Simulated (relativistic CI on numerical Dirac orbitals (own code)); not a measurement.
**Electric-dipole lines of Rh X**

Method of calculation: Dirac-Coulomb-Breit CI, KLI orbitals optimised for each configuration, model QED (radiative potential, 1s self-energy scaled to tabulated hydrogen-like ionisation energies), valence Slater integrals scaled by 0.9, P86 correlation estimate, and configurations built on the next ion tied to the tabulated ionisation energy (semi-empirical) (own radial code, finite nucleus).

CI space (outside the closed core [Ar] 3d10): 4s²4p⁶, 4s²4p⁵4d, 4s²4p⁵5s, 4s²4p⁵5p, 4s²4p⁵5d, 4s²4p⁵6s, 4s²4p⁵4f, 4s²4p⁵5f, 4s²4p⁴4d², 4s4p⁶4d, 4p⁶4d², 4s4p⁶4f, 4s²4p⁴4f², 4s4p⁵4d², 4s²4p⁴4d5s, 4s²4p⁴4d5p, 4s²4p⁴4d4f, 4p⁶4f², 4s4p⁶5s, 4s4p⁵4d5s, 4s²4p⁴5s², 4s4p⁶5p, 4s4p⁵4d5p, 4s4p⁵4d4f. Levels of other configurations are missing.

```csv
λ vac (nm),Lower,Upper,A (s⁻¹),E lower (eV),E upper (eV)
13.404,4s²4p⁶ ¹S0 [1],4s²4p⁵5s ¹P°1 [18],4.73e+10,0.000,92.501
15.446,4s²4p⁵4d ¹P°1 [13],4s²4p⁵5f ¹D2 [225],6.13e+10,67.157,147.425
18.462,4s²4p⁶ ¹S0 [1],4s²4p⁵4d ¹P°1 [13],3.51e+11,0.000,67.157
22.136,4s²4p⁵4d ³F°4 [5],4s²4p⁵5p ³D3 [49],2.86e+10,49.460,105.471
22.169,4s²4p⁵4d ³P°1 [3],4s²4p⁵5p ³S1 [39],1.62e+10,47.633,103.560
22.644,4s²4p⁵4d ³F°3 [6],4s²4p⁵5p ³D2 [43],2.24e+10,49.640,104.394
22.741,4s²4p⁵4d ³D°3 [8],4s²4p⁵5p ³P2 [54],2.35e+10,51.917,106.437
23.176,4s²4p⁵4d ³F°4 [5],4s²4p⁵4f ³G5 [34],5.61e+09,49.460,102.958
58.256,4s²4p⁵5p ³D1 [74],4s²4p⁵5d ³F°2 [161],1.17e+10,109.049,130.332
58.822,4s²4p⁵5p ³D2 [43],4s²4p⁵5d ³F°3 [146],1.12e+10,104.394,125.472
60.017,4s²4p⁵5d ³F°3 [146],4s²4p⁵5f ³G4 [209],1.78e+10,125.472,146.130
60.081,4s²4p⁵5d ³F°2 [161],4s²4p⁵5f ³G3 [255],1.67e+10,130.332,150.968
60.477,4s²4p⁵5d ¹D°2 [151],4s²4p⁵5f ¹F3 [216],1.51e+10,126.031,146.532
60.729,4s²4p⁵5d ³F°3 [163],4s²4p⁵5f ³G4 [258],1.84e+10,130.703,151.119
60.780,4s²4p⁵5d ³F°4 [147],4s²4p⁵5f ³G5 [208],1.87e+10,125.552,145.951
60.986,4s²4p⁵5d ³D°3 [152],4s²4p⁵5f ³F4 [217],1.58e+10,126.285,146.615
61.040,4s²4p⁵5p ¹P1 [50],4s²4p⁵5d ¹D°2 [151],8.27e+09,105.719,126.031
61.740,4s²4p⁵5p ³D3 [49],4s²4p⁵5d ³F°4 [147],1.19e+10,105.471,125.552
62.465,4s²4p⁵5p ³P2 [54],4s²4p⁵5d ³D°3 [152],8.21e+09,106.437,126.285
91.500,4s²4p⁵5s ³P°2 [17],4s²4p⁵5p ³D3 [49],2.31e+09,91.920,105.471
```

Terms are leading LS components. Brackets give the number of a level in order of energy, since labels repeat. The list gives strong lines, with weight on those to low levels, without configurations that were not tied to measured data, without lines whose two gauges differ by over a factor of 2.5, among the lowest 300 of 1374 levels, so that lines to higher ones, which can be the strongest, are missing. Levels whose partners in the same complex of configurations lie outside the list can be far off, and so can their lines. Rates are taken at the computed energies, electric ones in the length gauge.

Configurations that consist of the next ion and one excited electron were tied to the tabulated ionisation energy; Rydberg ones are usually within 1,000 to 3,000 cm⁻¹ and the lowest ones within about 6,000 (9,000 in d shells), while levels on excited terms of the next ion carry the error of that term, and the other configurations can be misplaced by 10,000 cm⁻¹ or more. Rates follow the energies as ν³ (E1, M1) or ν⁵ (E2), so rates, branching and lifetimes can be off by large factors.

LS names give the leading component of a level, which can be under half, so a name can repeat, a term be missing and a line seem to break the LS rules.
